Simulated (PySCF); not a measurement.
Deuteron quadrupole couplings in `C=Cc1csc(C)[n+]1C`

Species: C₇H₁₀NS (charge +1).
Geometry (GFN2-xTB, Å), atoms numbered from 1 in this order:
```xyz
19
C7H10NS angstrom
C      3.1338   -0.8622   -0.2660
C      1.9388   -0.4115   -0.6341
C      0.8756   -0.0754    0.2944
C      0.9976    0.1204    1.6380
S     -0.4992    0.5208    2.3643
C     -1.2758    0.4220    0.8530
C     -2.7229    0.6699    0.6882
N     -0.4310    0.1029   -0.1229
C     -0.8295   -0.0562   -1.5019
H      3.8877   -1.0843   -0.9998
H      3.4006   -1.0374    0.7614
H      1.7220   -0.2726   -1.6821
H      1.8897    0.0608    2.2267
H     -3.2337   -0.2121    0.2990
H     -3.1636    0.9194    1.6499
H     -2.9066    1.4978    0.0020
H     -0.3955    0.7381   -2.1114
H     -1.9107   -0.0105   -1.5899
H     -0.4871   -1.0207   -1.8764
```

Level: PBE0/pcSseg-1 (PySCF, non-relativistic); Q(2H) = 0.00286 b; rigid geometry, the same for H and D, with no vibrational averaging.

Question: Rank these positions by the coupling χzz of a deuteron there, largest first.
A. H17 (methyl hydrogen)
B. H12 (vinylic hydrogen)
C. H15 (methyl hydrogen)
D. H10 (vinylic hydrogen)
E. H13 (aromatic hydrogen)

Answer: E (228 kHz), D (222 kHz), B (217 kHz), C (204 kHz), A (197 kHz).

Give the electric field gradient Vzz (the principal value of largest size), its asymmetry and the 2H coupling at each hydrogen.

```csv
atom,bonded to,bond length (Å),Vzz (au),η,χzz (kHz)
H10,C1,1.075,0.3303,0.03,222
H11,C1,1.076,0.3321,0.04,223
H12,C2,1.079,0.3228,0.10,217
H13,C4,1.071,0.3389,0.10,228
H14,C7,1.091,0.2998,0.04,201
H15,C7,1.087,0.3039,0.07,204
H16,C7,1.091,0.2999,0.04,202
H17,C9,1.091,0.2927,0.07,197
H18,C9,1.086,0.3029,0.10,204
H19,C9,1.090,0.2935,0.08,197
```

How does χzz go with the bond length over the 10 C–H bonds?

A straight-line fit has a slope of -14.8 kHz for each 0.01 Å, with a correlation coefficient of -0.98, over lengths from 1.071 to 1.091 Å. The longer bonds have the smaller couplings here.

Give the 2H NMR doublet splittings at H19 for a magnetic field along the z, y and x axes of the gradient: 3χ/2, 3χ(1 + η)/4, 3χ(1 − η)/4.

With |χ| = 197.3 kHz and η = 0.078: 296, 159 and 136 kHz, to first order and without motion.

The structure is a single GFN2-xTB conformer in the gas phase; no vibrational or solvent corrections. GFN2-xTB bond lengths can be off by several hundredths of an ångström, more for odd bonds, and the gradients follow them. A larger basis could move these couplings by a tenth or more.
